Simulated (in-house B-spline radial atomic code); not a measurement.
Radial electron density of I4+, [Kr] 4d10 5s2 5p1. Method: non-relativistic wB97X, spin-polarised, spherical fractional occupations, point nucleus. Calculated with an all-electron radial atomic-structure program (B-spline basis).

Caution: exact exchange at fractional occupations of open shells leaves self-interaction of up to several eV.

Columns: r (bohr), 4πr²n(r) (electrons per bohr), bar.

```
 0.00133    2.029 #
 0.00164    2.986 ##
 0.00202    4.351 ##
 0.00249     6.29 ###
 0.00308    9.041 #####
 0.00379     12.7 ######
 0.00468    17.62 #########
 0.00577    23.87 ############
 0.00712    31.53 ################
 0.00878    40.27 ####################
  0.0108    49.33 #########################
  0.0134    58.02 #############################
  0.0165    64.15 ################################
  0.0203    66.73 ##################################
  0.0251    65.34 #################################
  0.0309    61.52 ###############################
  0.0381    58.76 ##############################
   0.047    61.18 ###############################
   0.058    70.26 ###################################
  0.0715     81.8 #########################################
  0.0882    87.51 ############################################
   0.109    81.75 #########################################
   0.134    69.76 ###################################
   0.166    63.64 ################################
   0.204     68.9 ###################################
   0.252    73.62 #####################################
   0.311    62.45 ###############################
   0.383    39.92 ####################
   0.473    25.05 #############
   0.583    25.37 #############
   0.719    28.29 ##############
   0.887    23.27 ############
    1.09    13.93 #######
    1.35    6.865 ###
    1.66    3.764 ##
    2.05    2.198 #
    2.53    1.033 #
    3.12   0.3102 
    3.85  0.05401 
    4.75 0.005338 
    5.86 0.0002399 
    7.23 5.881e-06
```

On this grid the curve has 4 maxima, near 0.0203, 0.0882, 0.252, 0.719 bohr.

The 5s up radial function P(r) = rR(r), positive near the nucleus:

| r (bohr) | P |
| --- | --- |
| 0.000377 | 0.007592 |
| 0.000574 | 0.01144 |
| 0.000873 | 0.01712 |
| 0.00133 | 0.02545 |
| 0.00202 | 0.03722 |
| 0.00308 | 0.05354 |
| 0.00468 | 0.07434 |
| 0.00712 | 0.09808 |
| 0.0108 | 0.1184 |
| 0.0165 | 0.1217 |
| 0.0251 | 0.08494 |
| 0.0381 | -0.01035 |
| 0.058 | -0.1438 |
| 0.0882 | -0.2027 |
| 0.134 | -0.03904 |
| 0.204 | 0.2556 |
| 0.311 | 0.2019 |
| 0.473 | -0.3051 |
| 0.719 | -0.3756 |
| 1.09 | 0.3659 |
| 1.66 | 0.8756 |
| 2.53 | 0.5403 |
| 3.85 | 0.1042 |
| 5.86 | 0.004577 |
